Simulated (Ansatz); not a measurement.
Compare A (`BO[SiH](C)C`) with its isomer B (`CCBO[SiH3]`).

Calculated with Ansatz (gas phase, PBE0-D4/def2-TZVP geometries, no zero-point term in ΔE). CCSD(T)/CBS is the MP2 limit (def2-TZVPP, def2-QZVPP) plus CCSD(T) − MP2 in def2-TZVPP, frozen cores. DFT in def2-TZVPP. B3LYP here is the variant with VWN-RPA as its local correlation; programs differ in this. One conformer a species, not always the lowest.

A:

```xyz
14

B     0.1317   -2.2610   -0.7801
O    -0.6410   -1.3398   -0.1855
Si   -0.5994    0.3231   -0.0622
C     0.8777    1.0316   -0.9444
C    -0.6001    0.7392    1.7487
H    -0.1784   -3.4160   -0.6749
H     1.1117   -1.9325   -1.4000
H    -1.8532    0.8049   -0.7009
H     0.8602    2.1230   -0.8739
H     0.8793    0.7636   -2.0031
H     1.8144    0.6801   -0.5049
H     0.3145    0.3866    2.2326
H    -0.6657    1.8205    1.8962
H    -1.4518    0.2766    2.2523
```

B:

Z-matrix (Å, degrees):
```
C
C 1 1.525
H 1 1.093 2 111.3
H 1 1.092 2 112.0 3 -120.2
H 1 1.093 2 111.2 3 119.3
B 2 1.563 1 115.4 3 -64.9
H 2 1.102 1 109.3 3 177.0
H 2 1.096 1 111.5 3 61.8
O 6 1.356 2 120.1 1 154.8
H 6 1.209 2 121.6 1 -27.1
Si 9 1.652 6 132.1 2 177.6
H 11 1.483 9 108.3 6 -119.5
H 11 1.483 9 108.2 6 121.6
H 11 1.486 9 110.5 6 1.1
```

(1) Which isomer does CCSD(T)/CBS put lower? Give the gap. (Best estimate.)

(2) Give E(B) − E(A) in kcal/mol with ωB97M-V, B3LYP, MP2/def2-TZVPP, B3LYP-D4, r2SCAN-D4, PBE0-D4, CCSD/def2-TZVPP. (An estimate is asked.)

Largest T1 diagnostic: 0.012.

Answers

(1) Ansatz gave: A, by 13.7 kcal/mol.

(2) Computed: ωB97M-V 14.2, B3LYP 12.4, MP2/def2-TZVPP 14.0, B3LYP-D4 13.6, r2SCAN-D4 14.5, PBE0-D4 13.5, CCSD/def2-TZVPP 12.7. None reverses the order clearly.

In def2-TZVPP, CCSD(T) changes the Hartree–Fock value by +2.2 kcal/mol (the triples alone add +0.4 kcal/mol) and MP2 by +3.1 kcal/mol. The D4 term adds +1.2 kcal/mol with B3LYP and +0.7 kcal/mol with PBE0; it sums over pairs of atoms, weighted by their polarisabilities, and B3LYP, whose exchange is more repulsive, gets the larger term.
